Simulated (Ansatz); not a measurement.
Input file for Ansatz (an electronic-structure program): U-B2PLYP/def2-TZVPP on TaGe, 2S+1 = 4, a spin state set in the input, which need not be the lowest, a point of a bond scan (R = 2.422 Å). Elements past Kr take the def2 small-core potentials; no spin–orbit coupling.

Ansatz 0.2 input:
```yaml
crystal:
  periodic: [false, false, false]
  atoms:
    - {symbol: Ta, position_ang: [0.00000000, 0.00000000, 0.00000000]}
    - {symbol: Ge, position_ang: [0.00000000, 0.00000000, 2.42226400]}
basis:
  gaussian:
    orbitals: def2-TZVPP
    pivot_positions_ang: [[0.00000000, 0.00000000, 0.00000000], [0.00000000, 0.00000000, 2.42226400]]
hamiltonian:
  xc: {name: B2PLYP}
magnetization: {spin_polarized: true, initial_magnetization: 3}
correlation: {electrons: valence}
output: {orbitals: {seedname: ./end}}
```

Program output:

```
WARN ansatz: RAYON_NUM_THREADS=2 ignored (pool sized by the plan → 2); use --threads N
Functional definition: B2PLYP
integrals: 0.07 GiB planned
752 factors; integrals over basis functions are off by at most 2.5e-4 eV
mean field: 0.57 GiB planned
mean field evaluation 1: about -58045.5380 eV, gradient 1.3e1 eV
mean field evaluation 2: about -58045.6436 eV, gradient 1.3e1 eV
mean field evaluation 4: about -58046.5334 eV, gradient 5.4e0 eV
mean field evaluation 8: about -58046.7359 eV, gradient 5.6e-1 eV
mean field evaluation 16: about -58046.8660 eV, gradient 2.5e-1 eV
mean field evaluation 32: about -58046.8921 eV, gradient 1.3e-4 eV
mean field evaluation 64: about -58046.8655 eV, gradient 3.6e-1 eV
mean field evaluation 96: about -58046.8706 eV, gradient 5.0e-2 eV
mean field evaluation 128: about -58046.8973 eV, gradient 1.9e-1 eV
mean field -58046.89207977 eV, -2133.1839383348 hartree, gradient 5.0e-6 eV, S^2 4.142986; 9 other end points of the search recorded, 0 dependent functions left out
9 core orbitals not correlated
reference -58046.89219244 eV, -2133.1839424756 hartree; 15, 12 occupied and 80, 83 virtual orbitals, 752 factors
second order -18.71445230 eV of doubles, -0.00000000 eV of singles
Total energy: -58051.94509456 eV, -2133.3696332035 hartree
```

Self-consistency was reached. Its determinant has ⟨S²⟩ = 4.14, a mixture of spin states.

Cost: about 23 core-seconds (a rough figure).
